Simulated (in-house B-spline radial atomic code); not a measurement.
# Binding energies in Sr

NIST's tabulated ground configuration is [Kr] 5s2; each binding energy is the energy of the ion with one electron taken from that subshell, relaxed, less that of the parent. All numbers are computed (Dirac-Hartree-Fock, average of configuration; Fermi nucleus of rms radius 4.224 fm) with a radial B-spline atomic code at the basis-set limit, not measured. Energies include first-order Breit, QED and recoil terms.

```csv
subshell,X-ray name,binding energy (eV),-ε (eV),relaxation (eV)
1s,K,16113,16207.8,55.5
2s,L1,2230.8,2262.5,28.2
2p1/2,L2,2016.8,2051.1,30.9
2p3/2,L3,1949.5,1982.1,30.3
3s,M1,369.8,379.9,9.6
3p1/2,M2,291.3,301.4,9.7
3p3/2,M3,280.7,290.4,9.5
3d3/2,M4,143,153.2,10.1
3d5/2,M5,141.3,151.2,10.0
4s,N1,50.74,53.03,2.25
4p1/2,N2,28.51,30.65,2.12
4p3/2,N3,27.33,29.39,2.06
5s,O1,4.75,4.93,0.18
```

Relaxation = -ε minus the binding energy without Breit, QED and recoil terms.

Emission lines follow as differences of binding energies, with λ = 12398.42 eV·Å / E:

```tsv
line	holes	energy (eV)	wavelength (Å)
K-L3	1s → 2p3/2	14163.5	0.87538
K-L2	1s → 2p1/2	14096.2	0.87956
K-M3	1s → 3p3/2	15832.3	0.78311
L3-M5	2p3/2 → 3d5/2	1808.2	6.8568
L2-M4	2p1/2 → 3d3/2	1873.8	6.6167
L1-M3	2s → 3p3/2	1950.1	6.3578
L3-M1	2p3/2 → 3s	1579.7	7.8486
```

What screening constant σ does Moseley's law, E = (3/4)·13.6057 eV·(Z - σ)², need for K-L3?

σ = 0.74.

What does it cost to remove both a 4p3/2 and a 5s electron?

38.794 eV, which is 6.719 eV more than the two single binding energies together.

What does it cost to remove both a 3p3/2 and a 3d5/2 electron?

450.02 eV, which is 28.04 eV more than the two single binding energies together.

What does it cost to remove both a 3s and a 4p1/2 electron?

412.92 eV, which is 14.63 eV more than the two single binding energies together.
